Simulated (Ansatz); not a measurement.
Coupled-cluster diagnostics for Nb3S6, Ansatz.

Geometry of the doublet (r2SCAN-D4/def2-SVP):

Cartesian coordinates in Å:
```
Nb -0.319 -1.181 0.275
Nb 1.193 1.203 0.894
Nb -0.563 1.137 -1.441
S -0.866 -3.224 0.757
S -2.306 0.321 -0.255
S -0.408 0.391 2.271
S 0.805 2.947 -0.693
S 2.183 -0.761 0.362
S 0.280 -0.832 -2.170
```

In the def2 sets Nb takes a core potential; there is no spin–orbit coupling. Correlated methods freeze 30 core orbitals; core or outer-core shells of Nb are correlated, in sets that lack core-valence functions.

Problem. Estimate the CCSD(T) correlation energy, the shares of MP2 and (T), T1 and the reference's ⟨S²⟩ for: charge 0, doublet, own geometry in def2-SVP; and the rough time on 2 threads of AMD EPYC 7R13 on a shared host and a share (18 GiB) of an NVIDIA H100 80GB HBM3.

Solution. 
```json
{"state": "charge 0, doublet, own geometry", "basis": "def2-SVP", "correlation (eV)": "-51.519", "MP2 share (%)": "95.9", "(T) share (%)": "7.2", "T1": "0.058", "⟨S²⟩ (pure)": "1.59 (0.75)", "wall time": "17 s", "remarks": "large T1, spin-contaminated"}
```
Customary marks for T1 are 0.02 (closed shells), 0.045 (open shells) and about 0.05 (3d metals). T1 exceeds 0.02 in 1 of 1 rows and 0.045 in 1; the higher it lies, the less the single-reference result can be trusted.
